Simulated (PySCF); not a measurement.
PBE0 on Ir⁻ (iridium, charge -1), [Xe] 4f14 5d8 6s2, high-spin 3F determinant. Computed with PySCF 2.14 in aug-cc-pwCVDZ-PP with ECP60MDF (6s6p5d3f, 70 functions), with a scalar-relativistic core potential.

```
cycle= 1 E= -104.459062035907  delta_E= -0.0132  |g|= 0.026  |ddm|= 0.309
cycle= 2 E= -104.459329603992  delta_E= -0.000268  |g|= 0.0244  |ddm|= 0.0829
cycle= 3 E= -104.459575788672  delta_E= -0.000246  |g|= 0.00896  |ddm|= 0.0266
cycle= 4 E= -104.459621152577  delta_E= -4.54e-05  |g|= 0.000755  |ddm|= 0.0184
cycle= 5 E= -104.459622370538  delta_E= -1.22e-06  |g|= 0.000155  |ddm|= 0.00458
cycle= 6 E= -104.459622419219  delta_E= -4.87e-08  |g|= 2.06e-05  |ddm|= 0.00105
cycle= 7 E= -104.45962241967  delta_E= -4.51e-10  |g|= 5.41e-07  |ddm|= 9.28e-05
converged SCF energy = -104.45962241967  <S^2> = 2.0144117  2S+1 = 3.0095925
```

Highest occupied orbital energy: 0.197 eV; ⟨L²⟩ = 12.02; populations by l: s 4.00, p 6.00, d 8.00, f 0.00.

(1) Can this result be used?

## Answers

(1) With care. The calculation finished and met its thresholds. Energies and moments cover only the electrons outside the core potential. Spin-orbit coupling, absent here, splits the open shell strongly. At PBE0 the highest occupied level has a positive energy, so only the finite basis holds that electron; in a semilocal or global hybrid functional this comes from self-interaction and does not mean that the real anion is unbound.
